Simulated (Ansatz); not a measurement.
Basis-set series for `O[SiH2][AlH][SnH3]`. Charge 0, multiplicity 1. Sn takes the def2 core potential. Geometry: relaxed with PBE0-D4/def2-TZVP. It is one conformer, not always the lowest.

```json
{"functional": "PBE0-D4", "basis": "def2-SVP", "functions": "111", "energy (Eh)": "-825.10987", "HOMO (eV)": "-6.99", "LUMO (eV)": "-2.57"}
{"functional": "PBE0-D4", "basis": "def2-TZVPP", "functions": "263", "energy (Eh)": "-825.40853", "HOMO (eV)": "-7.00", "LUMO (eV)": "-2.57"}
{"functional": "ωB97M-V", "basis": "def2-SVP", "functions": "111", "energy (Eh)": "-825.28178", "HOMO (eV)": "-8.85", "LUMO (eV)": "-0.89"}
{"functional": "ωB97M-V", "basis": "def2-TZVPP", "functions": "263", "energy (Eh)": "-825.58566", "HOMO (eV)": "-8.89", "LUMO (eV)": "-0.94"}
```

**Question.** Give the rows for def2-QZVPP. (Estimate.)

**Answer.** Ansatz gave: 
| functional | basis | functions | energy (Eh) | HOMO (eV) | LUMO (eV) |
| --- | --- | --- | --- | --- | --- |
| PBE0-D4 | def2-QZVPP | 489 | -825.43224 | -7.01 | -2.58 |
| ωB97M-V | def2-QZVPP | 489 | -825.60885 | -8.90 | -0.99 |
